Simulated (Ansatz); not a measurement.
`C=C(N)SBO`. Total charge 0; spin multiplicity 1. The geometry is a stationary point of PBE0-D4/def2-TZVP. It is one conformer, not always the lowest.

```xyz
12

C    -0.775   -0.115   -1.858
C    -0.360   -0.350   -0.616
N    -1.142   -0.150    0.532
S     1.296   -0.895   -0.300
B     1.852    0.201    1.051
O     1.075    1.088    1.690
H    -1.807    0.152   -2.059
H    -0.092   -0.177   -2.692
H    -2.105    0.074    0.316
H    -1.090   -0.923    1.184
H     3.002    0.075    1.352
H     0.145    1.019    1.401
```

Task: What is the dipole moment at B3LYP/def2-TZVPP? (Estimate.)

Result: Ansatz gave: 3.30 D, with components (-3.22, -0.66, -0.22) D in this frame, pointing from negative to positive charge.

Task: And with PBE, r2SCAN, ωB97M-V? (An estimate is asked.)

Result: The calculation gave: PBE 3.35 D, r2SCAN 3.36 D, ωB97M-V 3.29 D.

Task: Give the Mulliken charges with B3LYP, r2SCAN, ωB97M-V in def2-TZVPP. (Best estimate.)

Result: Ansatz gave: 
```
atom  B3LYP  r2SCAN  ωB97M-V
  C1  -0.28   -0.26    -0.27
  C2   0.15    0.17     0.13
  N3  -0.30   -0.32    -0.29
  S4  -0.15   -0.15    -0.09
  B5   0.11    0.14     0.05
  O6  -0.27   -0.30    -0.27
  H7   0.08    0.06     0.08
  H8   0.11    0.10     0.11
  H9   0.15    0.16     0.13
 H10   0.16    0.17     0.15
 H11   0.02   -0.01     0.06
 H12   0.21    0.22     0.21
```

B3LYP here is the variant with VWN-RPA as its local correlation; programs differ in this.
